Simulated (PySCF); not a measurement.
Numbering as in the mapped SMILES `[F:1][C:2]1=[C:3]([F:4])[CH2:5][CH:6]=[CH:7]1` (H(Xn): hydrogen on atom n).

Geometry: PBE0-D3(BJ)/def2-SVP; GIAO shifts from PySCF, gas phase, non-relativistic, averaged over equivalent atoms.

At PBE0/6-31G (71 basis functions, 5.5 s wall time on 1 thread of an Arm Neoverse V1, shared host):
```
atoms  δ (ppm)
   F4   -157.2
   F1   -160.6
   C3    143.8
   C2    140.7
   C7    126.5
   C6    118.8
   C5     36.2
H(C7)     6.40
H(C6)     5.95
H(C5)     2.95
```

δ = σ(ref) − σ, references computed at the same level: 19F (σref 177.36) against CFCl3; TMS for 13C (σref 199.54), 1H (σref 32.61).

Question: Predict the values at BP86/pcSseg-1 on the same geometry.

Answer: 
| atoms | δ at BP86/pcSseg-1 | change |
| --- | --- | --- |
| F4 | -165.9 | -8.7 |
| F1 | -169.8 | -9.2 |
| C3 | 151.9 | +8.1 |
| C2 | 148.8 | +8.1 |
| C7 | 134.3 | +7.8 |
| C6 | 121.4 | +2.6 |
| C5 | 38.8 | +2.6 |
| H(C7) | 6.40 | +0.00 |
| H(C6) | 5.74 | -0.21 |
| H(C5) | 3.07 | +0.12 |

Shifts are taken against calculated references (same method and geometry level): 19F (σ = 144.75 ppm) against CFCl3; 13C (σ = 179.74 ppm) and 1H (σ = 31.27 ppm) against TMS.

The largest change is at F1 (vinylic fluorine). Cost: 139 basis functions, 16 s wall time on 1 thread of an Arm Neoverse V1, shared host. The order of the carbon signals is the same at both levels.

Unscaled 19F shifts against computed CFCl3 carry errors that often reach 10 to 50 ppm.
